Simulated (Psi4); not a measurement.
C3H2N (SMILES C=[C]C#N), doublet (typed; the unrestricted solution is spin-contaminated), geometry from GFN2-xTB; MP2/def2-SVPD run with Psi4 1.11.

Here is a job for Psi4.
```
memory 2 GB

molecule {
0 2
  C    -0.15895887   -1.79696753    0.01837023
  C    -0.04522191   -0.51121592    0.00522611
  C     0.07111146    0.80388707   -0.00821806
  H    -1.12145639   -2.29501249    0.00644536
  H     0.70119490   -2.45587860    0.04212256
  N     0.17409677    1.96809562   -0.02011966
}

set basis def2-svpd
set reference uhf
set freeze_core true

energy('mp2')
print_variables()
```

Task: Write the output that Psi4 gives for this input, abridged.

Result: 
```
    SCF Algorithm Type (re)set to DF.

   => Loading Basis Set <=

    Name: DEF2-SVPD
    Role: ORBITAL
    Keyword: BASIS

         ---------------------------------------------------------
                                   SCF
               by Justin Turney, Rob Parrish, Andy Simmonett
                          and Daniel G. A. Smith
                              UHF Reference
         ---------------------------------------------------------

  ==> Geometry <==

    Molecular point group: c1
    Full point group: C1

    Geometry (in Angstrom), charge = 0, multiplicity = 2:

       Center              X                  Y                   Z               Mass
    ------------   -----------------  -----------------  -----------------  -----------------
         C           -0.166984981213    -1.887699572610     0.019297776057    12.000000000000
         C           -0.053248021213    -0.601947962610     0.006153656057    12.000000000000
         C            0.063085348787     0.713155027390    -0.007290513943    12.000000000000
         H           -1.129482501213    -2.385744532610     0.007372906057     1.007825032230
         H            0.693168788787    -2.546610642610     0.043050106057     1.007825032230
         N            0.166070658787     1.877363577390    -0.019192113943    14.003074004430

  Running in c1 symmetry.

  Rotational constants: A =      9.98847  B =      0.14566  C =      0.14356 [cm^-1]
  Rotational constants: A = 299446.93353  B =   4366.66829  C =   4303.90680 [MHz]
  Nuclear repulsion =   83.078426046648275

  Charge       = 0
  Multiplicity = 2
  Electrons    = 27
  Nalpha       = 14
  Nbeta        = 13

  ==> Algorithm <==

  SCF Algorithm Type is DF.
  DIIS enabled.
  MOM disabled.
  Fractional occupation disabled.
  Guess Type is SAD.
  Energy threshold   = 1.00e-08
  Density threshold  = 1.00e-08
  Integral threshold = 1.00e-12

  ==> Primary Basis <==

  Basis Set: DEF2-SVPD
    Blend: DEF2-SVPD
    Number of shells: 40
    Number of basis functions: 96
    Number of Cartesian functions: 104
    Spherical Harmonics?: true
    Max angular momentum: 2

   => Loading Basis Set <=

    Name: (DEF2-SVPD AUX)
    Role: JKFIT
    Keyword: DF_BASIS_SCF

  ==> Integral Setup <==

  SCF_SUBTYPE=INCORE selected. In-core MEM_DF algorithm will be used.
  Using in-core AOs.

  ==> MemDFJK: Density-Fitted J/K Matrices <==

    J tasked:                   Yes
    K tasked:                   Yes
    wK tasked:                   No
    Algorithm:                 Core
    Schwarz Cutoff:           1E-12
    Mask sparsity (%):       1.0634
    Fitting Condition:        1E-10

   => Auxiliary Basis Set <=

  Basis Set: (DEF2-SVPD AUX)
    Blend: DEF2-UNIVERSAL-JKFIT
    Number of shells: 112
    Number of basis functions: 338
    Number of Cartesian functions: 400
    Spherical Harmonics?: true
    Max angular momentum: 4

  Minimum eigenvalue in the overlap matrix is 4.3048554280E-05.
  Reciprocal condition number of the overlap matrix is 5.6188928926E-06.
    Using symmetric orthogonalization.

  ==> Pre-Iterations <==

  SCF Guess: Superposition of Atomic Densities via on-the-fly atomic UHF (no occupation information).

   -------------------------
    Irrep   Nso     Nmo
   -------------------------
     A         96      96
   -------------------------
    Total      96      96
   -------------------------

  ==> Iterations <==

                           Total Energy        Delta E     RMS |[F,P]|

   @DF-UHF iter SAD:  -167.91530518192900   -1.67915e+02   0.00000e+00
   @DF-UHF iter   1:  -168.89598779809677   -9.80683e-01   3.55506e-03 ADIIS/DIIS
   @DF-UHF iter   2:  -168.95144277352239   -5.54550e-02   2.73907e-03 ADIIS/DIIS
   @DF-UHF iter   3:  -168.98389350768088   -3.24507e-02   7.39260e-04 ADIIS/DIIS
   @DF-UHF iter   4:  -168.99007153739831   -6.17803e-03   3.84323e-04 ADIIS/DIIS
   @DF-UHF iter   5:  -168.99288791816690   -2.81638e-03   2.49703e-04 ADIIS/DIIS
[...]
    Alpha Virtual:

[...]
      96A      4.287335

    Beta Occupied:

[...]
      13A     -0.423283

    Beta Virtual:

[...]
    Final Occupation by Irrep:
              A
    DOCC [    13 ]
    SOCC [     1 ]
    NA   [    14 ]
    NB   [    13 ]

  @DF-UHF Final Energy:  -169.00557392985658

   => Energetics <=

    Nuclear Repulsion Energy =             83.0784260466482749
    One-Electron Energy =                -391.4763822937403575
    Two-Electron Energy =                 139.3923823172355299
    Total Energy =                       -169.0055739298565811

  UHF NO Occupations:
  HONO-2 :   12  A 1.9317081
  HONO-1 :   13  A 1.7933061
  HONO-0 :   14  A 1.0000000
  LUNO+0 :   15  A 0.2066939
  LUNO+1 :   16  A 0.0682919
  LUNO+2 :   17  A 0.0416281
  LUNO+3 :   18  A 0.0064604

Computation Completed

Properties will be evaluated at   0.000000,   0.000000,   0.000000 [a0]

Properties computed using the SCF density matrix

 Multipole Moments:

 ------------------------------------------------------------------------------------
     Multipole            Electronic (a.u.)      Nuclear  (a.u.)        Total (a.u.)
 ------------------------------------------------------------------------------------

 L = 1.  Multiply by 2.5417464519 to convert [e a0] to [Debye]
 Dipole X            :          0.2778472           -0.4095131           -0.1316660
 Dipole Y            :          3.1409529           -4.6293853           -1.4884323
 Dipole Z            :         -0.0321097            0.0473258            0.0152161
 Magnitude           :                                                    1.4943220

 ------------------------------------------------------------------------------------

  //>>>>>>>>>>>>>>>>>>>>>>>>>>>>>>>>>>>//
  //               DFMP2               //
  //<<<<<<<<<<<<<<<<<<<<<<<<<<<<<<<<<<<//

   => Loading Basis Set <=

    Name: (DEF2-SVPD AUX)
    Role: RIFIT
    Keyword: DF_BASIS_MP2

	 --------------------------------------------------------
	                          DF-MP2
	      2nd-Order Density-Fitted Moller-Plesset Theory

	        Rob Parrish, Justin Turney, Andy Simmonett,
	           Ed Hohenstein, and C. David Sherrill
	 --------------------------------------------------------

	 --------------------------------------------------------
	                 NBF =    96, NAUX =   302
	 --------------------------------------------------------
	   CLASS    FOCC     OCC    AOCC    AVIR     VIR    FVIR
	   ALPHA       4      14      10      82      82       0
	    BETA       4      13       9      83      83       0
	 --------------------------------------------------------

	-----------------------------------------------------------
	 ==================> DF-MP2 Energies <====================
	-----------------------------------------------------------
	 Reference Energy          =    -169.0055739298565811 [Eh]
	 Singles Energy            =      -0.0000000000000000 [Eh]
	 Same-Spin Energy          =      -0.1294273398642362 [Eh]
	 Opposite-Spin Energy      =      -0.3509557761323930 [Eh]
	 Correlation Energy        =      -0.4803831159966292 [Eh]
	 Total Energy              =    -169.4859570458532119 [Eh]
	-----------------------------------------------------------
	 ================> DF-SCS-MP2 Energies <==================
	-----------------------------------------------------------
	 SCS Same-Spin Scale       =       0.3333333333333333 [-]
	 SCS Opposite-Spin Scale   =       1.2000000000000000 [-]
	 SCS Same-Spin Energy      =      -0.0431424466214120 [Eh]
	 SCS Opposite-Spin Energy  =      -0.4211469313588717 [Eh]
	 SCS Correlation Energy    =      -0.4642893779802837 [Eh]
	 SCS Total Energy          =    -169.4698633078368744 [Eh]
	-----------------------------------------------------------

  Variable Map:
  ----------------------------------------------------------------------------
[...]
  Array Variable Map:
  ----------------------------------------------------------------------------
[...]
[...]
```
